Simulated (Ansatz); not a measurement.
Program: Ansatz. Geometries: PBE0-D4/def2-TZVP. ΔE: electronic, gas phase. CCSD(T)/CBS adds triple-zeta CCSD(T) − MP2 to the extrapolated MP2 energy (def2 sets, frozen cores). This one scheme is used for every species. For Ga outer-core shells are correlated without core-valence functions, which leaves a few kJ/mol of doubt a bond. Scalar relativity is left out up to krypton. One conformer a species, not always the lowest.

`C[O][Ga]([F])[Cl]` + H₂O → `C[O][Ga]([OH])[F]` + HCl  (formal hydrolysis of a Ga–Cl bond)

```json
{"species": "`C[O][Ga]([F])[Cl]`", "HF/CBS(def2) energy (Eh)": "-2596.96690"}
{"species": "H₂O", "HF/CBS(def2) energy (Eh)": "-76.06721"}
{"species": "`C[O][Ga]([OH])[F]`", "HF/CBS(def2) energy (Eh)": "-2212.89572"}
{"species": "HCl", "HF/CBS(def2) energy (Eh)": "-460.11403"}
```

Work out ΔE.

ΔE = (-2212.89572) + (-460.11403) − (-2596.96690) − (-76.06721) = 0.02436 Eh = +64.0 kJ/mol. CCSD(T)/CBS gives +58.4 kJ/mol.

What do rigid-rotor, harmonic-oscillator terms from PBE0-D4/def2-TZVP frequencies (298.15 K, 1 bar) make of the CCSD(T)/CBS value? (Best estimate.)

Ansatz gave: ΔZPE = -6.1 kJ/mol, ΔH = +51.6 kJ/mol, ΔS = -6 J/(mol·K), ΔG = +53.3 kJ/mol.

Largest T1 diagnostic among the species: 0.014.

Leaving LDA and LC-ωPBE aside and taking each functional with its dispersion term where it has one, the values, not all of them listed here, spread over 8.6 kJ/mol, from BLYP-D4 to HSE06-D4. LDA lies −3.3 kJ/mol from PBE without D4. From BLYP to BHLYP (50 % exact exchange), in def2-TZVPP and without D4, ΔE moves by +7.8 kJ/mol.
